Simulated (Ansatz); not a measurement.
ZnMe2 (C₂H₆Zn). Total charge 0; triplet. Geometry r2SCAN-D4/def2-TZVP, that of the neutral singlet; atoms count from 1.

```
atom   x (Å)   y (Å)   z (Å)
 Zn1   0.001   0.001   0.000
  C2   1.463  -1.185  -0.447
  H3   2.187  -1.250   0.370
  H4   1.998  -0.839  -1.336
  H5   1.104  -2.198  -0.651
  C6  -1.462   1.185   0.447
  H7  -2.050   0.793   1.283
  H8  -2.141   1.316  -0.401
  H9  -1.100   2.176   0.735
```

At PBE0-D4/def2-TZVP a singlet of charge 0 lies 5.65 eV below the triplet at the same geometry.

Question: Estimate the Mulliken populations from the PBE0/def2-TZVP orbitals of Ansatz.

Answer: 
```tsv
atom	charge (e)	spin (α − β)	d electrons
Zn1	-0.27	1.05	9.97
C2	-0.41	0.49	–
H3	0.19	-0.01	–
H4	0.19	-0.01	–
H5	0.17	0.00	–
C6	-0.41	0.49	–
H7	0.19	-0.01	–
H8	0.19	-0.01	–
H9	0.17	0.00	–
```
Mulliken values and Mayer orders depend strongly on the basis.

Question: Where does the spin sit?

Answer: Summed by element: Zn 1.05, C 0.98, H -0.03, of 2 unpaired in all. Largest on single atoms: Zn1 1.05, C2 0.49, C6 0.49.

Question: And the Mayer bond orders between bonded heavy atoms (over 0.3)?

Answer: Zn1–C2 0.74 (1.93 Å); Zn1–C6 0.74 (1.93 Å).
